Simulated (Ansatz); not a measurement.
Cost and result for the atomization energy of CH5FOSn (`[CH3][SnH]([OH])[F]`) (9 atoms, 8 bonds).

Cartesian coordinates in Å:
```
C -1.008 0.773 0.550
Sn 0.186 -0.764 -0.291
O 2.084 -0.524 0.108
F 0.050 -0.490 -2.194
H -2.054 0.611 0.291
H -0.896 0.780 1.634
H -0.681 1.730 0.144
H -0.138 -2.403 0.008
H 2.455 0.286 -0.250
```

Charge 0, multiplicity 1. Correlated methods include outer-core shells of Sn, which these sets cover unevenly. Sn takes the def2 core potential. All single points use the PBE0-D4/def2-TZVP geometry. It is one conformer, not always the lowest. Program: Ansatz. All runs use 4 threads of a server CPU on a shared host. Times are those of one run each, without the atoms' runs, and a repeat can differ threefold. Electronic energies, without spin–orbit coupling; frozen cores. CCSD(T)/CBS adds CCSD(T) − MP2 in def2-TZVPP to the MP2 limit, and its time is that of the two runs behind it. T1 = 0.013. With those shells the extrapolation isn't a true limit. B3LYP takes the VWN-RPA correlation (the form of Gaussian; ORCA's B3LYP/G). HSE06 is the plane-wave form, built on full-range PBE exchange.

CCSD(T)/CBS is a level of theory with its own doubt, some kJ/mol a heavy atom from the limit and from the frozen cores, so smaller differences don't rank the functionals.

```tsv
level	functions	wall time
LDA (SPW92)/def2-TZVPP	213	0.8 s
revPBE-D4/def2-TZVPP	213	1.2 s
HSE06-D4/def2-TZVPP	213	1.9 s
CAM-B3LYP-D4/def2-TZVPP	213	1.9 s
B3LYP-D4/def2-TZVPP (with forces)	213	2.5 s
r2SCANh-D4/def2-TZVPP	213	2.6 s
CCSD(T)/def2-SVP	93	3.2 s
PBE-QIDH/def2-TZVPP	213	3.3 s
ωB97X-V/def2-TZVPP	213	4.2 s
ωB97M-V/def2-TZVPP (with forces)	213	6 s
MP2/def2-QZVPP	403	9.5 s
CCSD(T)/def2-TZVPP	213	60 s
CCSD(T)/CBS(def2)	–	69 s
```

Q: What atomization energy does each give, and how far from CCSD(T)/CBS? (Best estimate.)

A: Computed: 
```
                            level  atomization (kJ/mol)  difference from CCSD(T)/CBS  per bond
           LDA (SPW92)/def2-TZVPP                3495.1                        415.8      52.0
             revPBE-D4/def2-TZVPP                2998.1                        -81.2     -10.1
              HSE06-D4/def2-TZVPP                3011.6                        -67.7      -8.5
          CAM-B3LYP-D4/def2-TZVPP                3053.3                        -26.0      -3.2
B3LYP-D4/def2-TZVPP (with forces)                3026.0                        -53.3      -6.7
            r2SCANh-D4/def2-TZVPP                3015.7                        -63.6      -7.9
                 CCSD(T)/def2-SVP                2828.6                       -250.7     -31.3
              PBE-QIDH/def2-TZVPP                2999.1                        -80.2     -10.0
               ωB97X-V/def2-TZVPP                3058.2                        -21.1      -2.6
 ωB97M-V/def2-TZVPP (with forces)                3043.6                        -35.7      -4.5
                   MP2/def2-QZVPP                3082.0                          2.7       0.3
               CCSD(T)/def2-TZVPP                2981.5                        -97.8     -12.2
                CCSD(T)/CBS(def2)                3079.3                          0.0       0.0
```

From r2SCAN to r2SCAN0 (25 % exact exchange), in def2-TZVPP and without D4, the atomization energy moves by −68.3 kJ/mol: exact exchange takes away binding that semilocal exchange gives to molecules. In def2-TZVPP, CCSD(T) changes the Hartree–Fock value by +836.0 kJ/mol (the triples alone add +48.8 kJ/mol) and MP2 by +876.8 kJ/mol; breaking electron pairs costs correlation energy, which Hartree–Fock lacks. The D4 term adds +23.8 kJ/mol with B3LYP and +12.5 kJ/mol with PBE0; it sums over pairs of atoms, weighted by their polarisabilities, and B3LYP, whose exchange is more repulsive, gets the larger term.

Spin–orbit coupling would lower the free Sn atoms strongly, and the atomization energy with them, by more than many differences here. For some Ge, Se and Sn compounds the MP2-based and the directly extrapolated limit differ by 10 to 25 kJ/mol.
